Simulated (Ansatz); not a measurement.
The lowest singlet and triplet of GaH (SMILES [GaH]); geometries from B3LYP-D3(BJ)/def2-TZVP, each state relaxed from the structure named, with no frequency check.
Singlet (charge 0, multiplicity 1):
```xyz
2

Ga     0.000     0.000    -0.053
H      0.000     0.000     1.636
```

A positive gap puts the triplet lower; no zero-point energy. R- takes a restricted singlet. U- takes an unrestricted singlet (broken symmetry where lower, unprojected). The triplet is unrestricted in single-reference levels.

Correlated levels freeze the cores. Filled d and f shells under p-block atoms count as core.

Run with Ansatz (Gaussian orbitals). Each number belongs to the level named beside it.

| level | gap E(singlet) − E(triplet), vertical, at the singlet's geometry (kcal/mol) |
|---|---|
| R-HF/cc-pVQZ | -33.02 |
| R-PBE/def2-TZVPP | -47.74 |
| R-r2SCAN/def2-TZVPP | ? |
| U-B3LYP/def2-TZVPP | -50.98 |
| U-wB97M-V/def2-TZVPP | -51.36 |
| U-CCSD/cc-pVTZ | -47.22 |
| R-CCSD(T)/cc-pVDZ | -46.62 |
| U-CCSD(T)/cc-pVTZ | -47.14 |
| FCI/cc-pVQZ | -47.48 |

**Question.** What belongs in the gaps?

**Answer.** 
- R-r2SCAN/def2-TZVPP, gap E(singlet) − E(triplet), vertical, at the singlet's geometry (kcal/mol): -43.58

Ansatz is a quantum-chemistry and plane-wave program.
